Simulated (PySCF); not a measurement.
**Core-level binding energies of BMe2(iPr)**

BMe2(iPr), C₅H₁₃B.
Bonds: B1–C2, B1–C6, B1–C10, C10–C11, C10–C12. Hydrogens: H3, H4, H5 on C2; H7, H8, H9 on C6; H13 on C10; H14, H15, H16 on C11; H17, H18, H19 on C12.

Method: PySCF 2.14.0, delta-SCF UKS SCAN, pcX-2 on the ionised atom, pcseg-1 elsewhere, spin-free X2C. Vertical ΔSCF values, vacuum level as zero.

**Question.** List the computed XPS lines with their assignment.

**Answer.** 
| atom(s) | environment | level | binding energy (eV) | above the level's lowest (eV) | count |
| --- | --- | --- | --- | --- | --- |
| C11/C12 | carbon bonded to C and 3 H | C 1s | 290.31 | +0.58 | 2 |
| C2/C6 | carbon bonded to B and 3 H | C 1s | 289.86 | +0.13 | 2 |
| C10 | carbon bonded to B, 2 C and H | C 1s | 289.73 | 0.00 | 1 |
| B1 | boron bonded to 3 C | B 1s | 195.25 | 0.00 | 1 |

Lowest listed C 1s: C10, bonded to 2 C, H and B. Highest, 0.58 eV above it: C11/C12, bonded to C and 3 H. The widest gap between neighbouring values is 0.45 eV, between 289.86 and 290.31 eV.

**Question.** Express the binding energy of C 1s of C11/C12 in atomic units and per mole.

**Answer.** 290.31 eV = 10.6687 Eh = 28011 kJ/mol.

**Question.** Which photon energy gives electrons from C 1s of C11/C12 a kinetic energy of 50 eV, and what is their de Broglie wavelength?

**Answer.** hν = 290.31 + 50 = 340.31 eV, recoil neglected; λ = 12.264 Å/√(E/eV) = 1.73 Å.

Topologically equivalent atoms share the value of their first member; where this conformer doesn't relate them by symmetry, their own values could differ. The structure is a single PBE0-D3(BJ)/def2-SVP conformer in the gas phase; no vibrational or solvent corrections.

Time: 52 s wall; peak memory 0.68 GiB. Hardware: Arm Neoverse V1, one thread, shared host.
